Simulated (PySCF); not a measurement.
## Broadened absorption spectrum of C4H9O2PSi

Compound: C4H9O2PSi.
SMILES with atom numbers: `[CH3:1][O:2][C@@H:3]1[C:4](=[O:5])[CH2:6][Si@H:7]1[PH2:8]` (hydrogens: H9, H10, H11 on C1; H12 on C3; H13, H14 on C6; H15 on Si7; H16, H17 on P8)

Level of theory: TDDFT B3LYP/def2-SVPD, vertical, gas phase, core orbitals frozen in the response in PySCF 2.14.0, density-fitted response routines. Isolated species at its GFN2-xTB geometry (one conformer only). Torsions of this conformer, `[CH3:1][O:2][C@@H:3]1[C:4](=[O:5])[CH2:6][Si@H:7]1[PH2:8]`: C1–O2–C3–C4 -74°, H–P8–Si7–C6 171°, H–P8–Si7–C6 -96°.

Computed states:

```json
{"state": "S1", "E (eV)": "3.84", "f": "0.0004"}
{"state": "S2", "E (eV)": "5.46", "f": "0.016"}
{"state": "S3", "E (eV)": "5.51", "f": "0.0095"}
{"state": "S4", "E (eV)": "5.75", "f": "0.0014"}
{"state": "S5", "E (eV)": "5.85", "f": "0.076"}
{"state": "S6", "E (eV)": "5.99", "f": "0.0083"}
{"state": "S7", "E (eV)": "6.00", "f": "0.020"}
{"state": "S8", "E (eV)": "6.23", "f": "0.0019"}
```

Each state is given a Gaussian of 0.5 eV full width at half maximum, with ε(max) = 2.175×10⁸ f / Δν̃ (Δν̃ the width in cm⁻¹). The width is an assumption, not a result. The curve ends short of the highest state used, and states not computed would add to its high-energy end.

Q: What does the envelope look like, and where are its maxima?

A: 
λ (nm), ε (L mol⁻¹ cm⁻¹) and a bar:
```
    220.4       3809 ##############################
    224.6       2716 #####################
    228.8       1878 ###############
    233.0       1231 ##########
    237.2        734 ######
    241.4        388 ###
    245.6        180 #
    249.8         74 #
    254.0         27 
    258.2          9 
    262.4          3 
    266.6          1 
    270.8          0 
    274.9          0 
    279.1          0 
    283.3          1 
    287.5          2 
    291.7          3 
    295.9          6 
    300.1          9 
    304.3         12 
    308.5         16 
    312.7         19 
    316.9         21 
    321.1         22 
    325.3         22 
    329.5         21 
    333.7         18 
    337.9         16 
    342.1         13 
    346.3         10 
    350.5          8 
    354.7          6 
    358.9          4 
    363.1          3 
    367.3          2 
    371.5          1 
    375.7          1 
    379.9          1 
    384.1          0 
    388.3          0 
    392.5          0 
    396.7          0 
    400.9          0
```

Maxima: 323 nm (3.84 eV), ε about 22, made up of S1 (100%) (ε in L mol⁻¹ cm⁻¹; maxima over ε = 5, shares over 10%). At its high-energy end, 5.63 eV, the curve is still rising (ε about 3900, from S2, S3 and S5).

Q: Coming from long wavelengths, where does ε first pass 100 L mol⁻¹ cm⁻¹?

A: At about 248 nm (4.99 eV), 1.15 eV above S1.

Q: What would ε be at 3.84 eV, the highest of these maxima, with half the width (0.25 eV)?

A: About 44.2 L mol⁻¹ cm⁻¹ against 22.1, a factor of about 2.00; a lone state at its own centre would give exactly 2.

Q: On this curve, what absorbance would a 10⁻⁵ mol/L sample give at 222 nm over a 1 cm path?

A: 222 nm is 5.585 eV, where ε is about 3400 L mol⁻¹ cm⁻¹, so A = ε c l ≈ 0.034 (Beer–Lambert, with the gas-phase spectrum and the assumed width).
